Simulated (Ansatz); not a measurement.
Species: BBr2F, charge 0, singlet. BBr2F (dibromo(fluoro)borane, SMILES FB(Br)Br).
B3LYP-D3(BJ)/def2-TZVP minimum from Ansatz (a first-principles code):
```
B
F 1 1.3109
Br 1 1.9120 2 119.04
Br 1 1.9120 2 119.04 3 -180.00
```

Atomisation energy term by term, kcal/mol (programs: Ansatz). Radicals and triplets start from unrestricted determinants; spin-orbit coupling is neglected. Correlated methods leave the cores frozen (noble-gas shells, and filled d and f shells in the p block). No relativity. CBS(X,Y): correlation extrapolated as X^-3, Hartree-Fock from the larger set (Q,5: extrapolated as (X+1)exp(-9√X)). A bracket is a step between two methods taken in the basis named. For partners of very few electrons the exact lower level stands in for a higher one. Spin-orbit terms, left out, reach several kcal/mol for Br and I, and more for heavier atoms.

```tsv
term	basis	kcal/mol
Hartree-Fock	CBS(cc-pVQZ,cc-pV5Z)	251.94
CCSD correlation	CBS(cc-pVQZ,cc-pV5Z)	76.55
(T)	CBS(cc-pVQZ,cc-pV5Z)	9.35
CCSDT(Q) - CCSD(T)	cc-pVDZ	0.38
sum: De		338.2
```
